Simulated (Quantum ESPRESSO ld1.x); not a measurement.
Results of a calculation; reference values are marked as such.
Species: Ag5+. Configuration: [Kr] 4d6. Code: ld1.x of Quantum ESPRESSO 7.5. Model: scalar-relativistic Kohn-Sham, LDA (Slater exchange, Perdew-Zunger correlation), spin-polarised, spherical densities, point nucleus; open shells are filled with parallel spins first. Some entries of the table are withheld. Estimate them.

orbital,occ.,eigenvalue (eV),<r> (bohr)
1s up,1,-25377.3,0.03114
1s down,1,-25377.3,0.03114
2s up,1,-3805.16,0.1351
2s down,1,-3804.23,0.1351
2p up,3,-3423.38,0.1177
2p down,3,-3422.64,0.1177
3s up,1,-760.838,0.3691
3s down,1,-760.196,0.3690
3p up,3,-635.507,0.3679
3p down,3,-634.810,0.3678
3d up,5,(1),(2)
3d down,5,(3),(4)
4s up,1,-171.348,0.8945
4s down,1,-167.962,0.8935
4p up,3,-133.934,0.9654
4p down,3,-130.503,0.9654
4d up,5,(5),1.153
4d down,1,(6),1.162

Answer. 
(1) 3d up eigenvalue (eV): -437.441
(2) 3d up <r> (bohr): 0.3457
(3) 3d down eigenvalue (eV): -436.520
(4) 3d down <r> (bohr): 0.3455
(5) 4d up eigenvalue (eV): -78.7891
(6) 4d down eigenvalue (eV): -75.4749
